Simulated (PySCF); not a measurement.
Radial density of Cd⁺ (cadmium, charge +1)

UHF, [Kr] 4d10 5s1, 2S determinant. All numbers are calculated (PySCF 2.14, scalar relativity through the core potential, in cc-pVTZ-PP with ECP28MDF). This is the valence pseudo-density: the core potential removes the inner electrons and smooths the orbitals near the nucleus.

```tsv
r (bohr)	4πr²ρ (e/bohr)	4πr²(ρα − ρβ)
0.0168	1.916e-05	0.0000
0.0282	4.895e-05	0.0000
0.0475	0.0001185	0.0000
0.0799	0.0004432	0.0000
0.134	0.004220	0.0000
0.226	0.06229	-0.0001
0.380	1.315	0.0031
0.639	13.78	0.0301
1.08	16.92	-0.0689
1.81	3.925	0.3829
3.04	0.5492	0.3497
5.12	0.04346	0.0419
8.61	0.0006320	0.0006
```

Energies and moments cover only the electrons outside the core potential.

(1) Where is the radial spin density 4πr²(ρα − ρβ) most negative, and why is it negative at all?

Results:

(1) Around r = 1.08 bohr, down to -0.0689 e/bohr: exchange with the open shell polarises the paired shells in an unrestricted calculation.
